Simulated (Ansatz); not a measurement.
Basis-set extrapolation for BCl₃F₂Si, SMILES `FB(F)[Si](Cl)(Cl)Cl` (PBE0-D4/def2-TZVP geometry, frozen core, Ansatz). Multiplicity 1, RHF reference.

|  | def2-TZVPP | def2-QZVPP |
| --- | --- | --- |
| HF | -1891.429042 | -1891.485783 |
| MP2 correlation | -1.256038 | -1.380000 |
| CCSD(T) correlation | -1.357666 | not run |

Energies in hartree. Use E(X) = E(∞) + A·exp(−7.88·√X) for Hartree–Fock and E(X) = E(∞) + B·X^(−2.97) for correlation, with X = 3 and 4, and add CCSD(T) minus MP2 of the smaller set to the MP2 limit.

Task: What is the CCSD(T) energy at the basis-set limit?

Result: HF limit: -1891.485783 + (-0.056741) × 0.13774 = -1891.49360. MP2 limit: -1.380000 + (-0.123962) × 0.74074 = -1.47182. Higher-order term: -1.357666 − (-1.256038) = -0.10163. Total: -1893.06705 hartree, 736.0 kJ/mol below CCSD(T)/def2-TZVPP.
